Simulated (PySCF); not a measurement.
Compound: C₇H₁₅B₂N.
Bonds: B1–N2, N2–B3, B3–C4, C4–C5, C5–C6, C6–C7 (double), C6–C8, C5–C9, C9–C10, C5–C10. Hydrogens: H11, H12 on B1; H13 on N2; H14 on B3; H15, H16 on C4; H17, H18 on C7; H19, H20, H21 on C8; H22, H23 on C9; H24, H25 on C10.

Theory: PySCF 2.14.0, PBE0-D3(BJ)/def2-SVP geometry optimisation, gas phase.

(1) What internal coordinates does the optimisation give?

Answers

(1) 
```
                  bond  length (pm)
                 B1–N2        141.5
                 N2–B3        143.0
                 B3–C4        157.2
                 C4–C5        152.4
                 C5–C6        150.2
                 C6=C7        133.8
                 C6–C8        150.0
         C5–C9, C5–C10        150.4
                C9–C10        150.2
        B1–H11, B1–H12        120.9
                N2–H13        101.7
                B3–H14        121.0
        C4–H15, C4–H16        110.7
                C7–H17        109.4
                C7–H18        109.3
C8–H19, C8–H20, C8–H21        110.2
       C9–H22, C10–H24        109.4
       C9–H23, C10–H25        109.3
```

Bonds in one row agree within 1 pm and their mean is given. A selection of angles:
```
    angle  degrees
 B1–N2–B3    126.7
 N2–B3–C4    121.8
 B3–C4–C5    116.4
 C4–C5–C6    114.3
 C4–C5–C9    117.5
 C6–C5–C9    117.3
C6–C5–C10    119.2
C9–C5–C10     59.9
 C5–C6–C7    122.3
 C5–C6–C8    115.8
 C7–C6–C8    121.9
C5–C9–C10     59.9
H13–N2–B1    116.9
H13–N2–B3    116.4
```

Torsions: B1–N2–B3–C4 -176° (antiperiplanar); N2–B3–C4–C5 -139° (anticlinal); B3–C4–C5–C6 69° (synclinal); C4–C5–C6–C7 116° (anticlinal); C4–C5–C9–C10 -108° (anticlinal); C4–C5–C10–C9 107° (anticlinal). The mirror-image conformer, all signs reversed, is as good.

The 3-membered ring C5–C9–C10 has internal angles of 59.9° to 60.2°. B1 (three-coordinate boron) is planar (angles 121.6°, 119.4° and 119.0°, sum 360.0°, 0.00 Å off the plane of its three neighbours). B3 (three-coordinate boron) is planar (angles 121.8°, 120.9° and 117.2°, sum 359.9°, 0.03 Å off the plane of its three neighbours). Of the pairs four or more bonds apart, H18···H25 is among the closest relative to their van der Waals radii: 2.24 Å, 93 % of the sum of Bondi's values. The 7 C–C bonds span 1.338 Å (C6=C7, drawn double) to 1.524 Å (C4–C5, drawn single), a spread of 0.186 Å. N2 (boron-bound nitrogen) is planar (angles 126.7°, 116.9° and 116.4°, sum 360.0°, 0.00 Å off the plane of its three neighbours).

Point group: C1 (no symmetry element, even within 0.4 Å). No frequency check. One conformer, not necessarily the lowest.

The run took about 11 min of CPU time (one thread, shared machine). These figures are those of the optimisation.
